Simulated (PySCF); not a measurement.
Cartesian coordinates (Å):
```xyz
11

Ta     0.0419    -0.0853     0.0461
O      0.7425     1.4196     1.0508
H      0.2663     2.0871     1.5570
O     -1.6685     0.6226     0.6737
H     -2.4643     0.1484     0.4013
O      1.0764    -1.3126     1.1076
H      1.6714    -0.9775     1.7911
O      0.8822     0.5649    -1.5590
H      1.4280     1.3614    -1.5271
O     -0.8963    -1.4698    -0.8636
H     -1.5261    -2.0768    -1.2552
```
Charge 0, spin multiplicity 1.

**Question.** Estimate the HOMO–LUMO gap, dipole moment and HOMO that PBE-D3(BJ)/def2-TZVP // r2SCAN-D4/def2-SVP in PySCF 2.14.0 returns for this input.

**Answer.** 
| Property | Result |
|---|---|
| HOMO–LUMO gap | 5.17 eV |
| dipole moment | 1.16 D |
| HOMO | -6.89 eV |
